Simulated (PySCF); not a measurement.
Input of a run (PBE0-D3(BJ)/def2-SVP geometry optimisation, gas phase (PySCF 2.14.0)), started from GFN2-xTB:
```
{"job": {"xc": "PBE0", "basis": "def2-SVP", "d3": "d3bj", "grid": 2, "kind": "geom"}, "charge": 0, "multiplicity": 1}
C      2.721373     0.272573    -0.157336
S      1.636492    -1.176621    -0.292871
C      0.019851    -0.514657    -0.077287
C     -1.049407    -1.407587    -0.151665
C     -2.330469    -0.918434     0.015903
N     -2.605250     0.357603     0.239894
C     -1.588756     1.197396     0.305399
C     -0.261315     0.825646     0.159106
H      2.628898     0.714092     0.830735
H      3.730110    -0.102302    -0.301017
H      2.481865     0.990141    -0.936618
H     -0.868812    -2.454229    -0.338733
H     -3.185040    -1.580189    -0.031982
H     -1.847261     2.233211     0.484699
H      0.513305     1.571348     0.229860
```

Output (energies in Eh, forces in Eh/bohr):
```
step   0  E = -684.99013815  max force = 0.013319
step   1  E = -684.99178879  max force = 0.002346
step   2  E = -684.99180894  max force = 0.000766
step   3  E = -684.99181042  max force = 0.001108
step   4  E = -684.99181364  max force = 0.000451
step   5  E = -684.99181586  max force = 0.000189
optimisation converged
```

Summarise the run.

The energy falls by 1.1 kcal/mol over 6 energy and gradient evaluations, the largest force component goes from 0.0133 to 1.9e-04 Eh/bohr, and the atoms move by 0.018 Å rms after alignment. The bond that changes most is C1–S2 (S-methyl carbon to sulfide sulfur), which shortens by 0.017 Å. Bonds longer at the end by more than 0.005 Å: 13 of 15; shorter: 2. The energy never rose by more than 1e-6 Eh on the way. The first step brought 98 % of the lowering.

What are the final bond lengths?

C1–S2 1.798 Å, S2–C3 1.753 Å, C3–C4 1.403 Å, C4–C5 1.389 Å, C5–N6 1.333 Å, N6–C7 1.328 Å, C7–C8 1.395 Å, C3–C8 1.399 Å, C1–H9 1.100 Å, C1–H10 1.098 Å, C1–H11 1.100 Å, C4–H12 1.093 Å, C5–H13 1.096 Å, C7–H14 1.097 Å, C8–H15 1.090 Å. Numbering counts from 1 in the input's order; the species is `CSc1ccncc1` (4-(methylthio)pyridine).

The run used 151 basis functions and 43 SCF cycles in all. The run took 53 s on one thread, Arm Neoverse V2 (aarch64), shared host with 96 logical CPUs at a one-minute load of 32, and the process peaked at 0.73 GiB of memory.

Stationary, but not proved a minimum. The numbers are those of one conformer.

The values belong to the conformer `[CH3:1][S:2][c:3]1[cH:4][cH:5][n:6][cH:7][cH:8]1`: C1–S2–C3–C4 180°.
